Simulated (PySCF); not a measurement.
Species: C₃H₉ClSi₂ (triplet state).
Geometry (PBE0-D3(BJ)/def2-SVP, Å), atoms numbered from 1 in this order:
```
atom  x, y, z in Å
C1    -0.615   -1.500    0.734
Si2   -0.002    0.169    0.122
C3     1.041   -0.045   -1.427
C4    -1.404    1.393   -0.123
Si5    1.422    1.067    1.793
Cl6    3.094   -0.175    2.063
H7     0.236   -2.153    0.977
H8    -1.234   -1.390    1.637
H9    -1.220   -1.996   -0.044
H10    1.426    0.922   -1.784
H11    0.443   -0.502   -2.234
H12    1.900   -0.701   -1.220
H13   -1.960    1.556    0.813
H14   -1.027    2.364   -0.476
H15   -2.110    1.007   -0.875
```

Theory: PBE0-D3(BJ)/def2-SVP geometry optimisation, gas phase (PySCF 2.14.0).

Masses are those of the commonest isotopes; rigid-rotor values at the optimised geometry. 

What are A, B and C (GHz)?

Ia = 187.11, Ib = 507.75, Ic = 533.35 u·Å²; 505379 MHz·u·Å²/I gives 2701, 995.3 and 947.6 MHz, that is A = 2.7010, B = 0.9953, C = 0.9476 GHz.

Classify the top.

A near-prolate asymmetric top. Ray's parameter κ = (2B − A − C)/(A − C) = -0.946; −1 is the prolate and +1 the oblate limit.

What does the inertial defect say?

Not planar: Δ = Ic − Ia − Ib = -161.50 u·Å². For a rigid frame Δ = −2 Σ m c², so Σ m c² = 80.75 u·Å² lies off the ab plane: 23.58 from hydrogen and 57.17 from heavier atoms. The atom farthest from that plane is 2.47 Å away.

Give the other two planar moments, Paa and Pbb, and the rms extents of the mass along the axes.

Paa = Σ m a² = (Ib + Ic − Ia)/2 = 427.00 and Pbb = Σ m b² = (Ia + Ic − Ib)/2 = 106.35 u·Å². With the mass M = 135.99 u, the rms extents √(P/M) along a, b and c are 1.77, 0.88, 0.77 Å.

List the rotational levels J(Ka,Kc) to J = 4 (MHz).

Above 0(0,0):
J = 1: 1(0,1) 1943, 1(1,1) 3649, 1(1,0) 3696
J = 2: 2(0,2) 5828, 2(1,2) 7487, 2(1,1) 7630, 2(2,1) 12747, 2(2,0) 12748
J = 3: 3(0,3) 11652, 3(1,3) 13243, 3(1,2) 13530, 3(2,2) 18576, 3(2,1) 18581, 3(3,1) 27224, 3(3,0) 27224
J = 4: 4(0,4) 19414, 4(1,4) 20917, 4(1,3) 21395, 4(2,3) 26346, 4(2,2) 26361, 4(3,2) 34998, 4(3,1) 34998, 4(4,1) 47103, 4(4,0) 47103

Predict some low-J microwave lines.

The dipole components are |μa| = 2.96 D, |μb| = 0.21 D, |μc| = 0.01 D. Intensities carry the squares of the components, which stand as 1.00 : 0.01 : 0.00 (a : b : c). Some lines, for components of 0.1 D or more:

```tsv
type	branch	J(Ka,Kc)	MHz	lower level (cm⁻¹)
b	R	3(1,2) ← 2(2,1)	783	0.425
b	Q	3(1,2) ← 3(0,3)	1877	0.389
a	R	1(0,1) ← 0(0,0)	1943	0.000
a	R	2(0,2) ← 1(0,1)	3885	0.065
a	R	2(1,1) ← 1(1,0)	3934	0.123
a	R	3(1,3) ← 2(1,2)	5756	0.250
a	R	3(0,3) ← 2(0,2)	5825	0.194
a	R	3(2,2) ← 2(2,1)	5829	0.425
a	R	3(2,1) ← 2(2,0)	5833	0.425
b	R	2(2,1) ← 1(1,0)	9051	0.123
b	R	3(2,2) ← 2(1,1)	10946	0.255
b	R	3(2,1) ← 2(1,2)	11094	0.250
b	R	3(3,1) ← 2(2,0)	14476	0.425
b	R	3(3,0) ← 2(2,1)	14477	0.425
```

For this open shell read J as N, the rotation without spin; fine and hyperfine splittings come on top. No PBE0-D3(BJ)/def2-SVP frequencies stand behind this structure, so it isn't proved a minimum. ⟨S²⟩ = 2.004 (exact for a triplet: 2.00). This triplet need not be the ground state; the singlet was not compared here. Zero-point vibration and centrifugal distortion are left out. A rigid rotor knows nothing of internal rotation, which can split or shift real lines. Quadrupole hyperfine structure (35Cl) is left out.
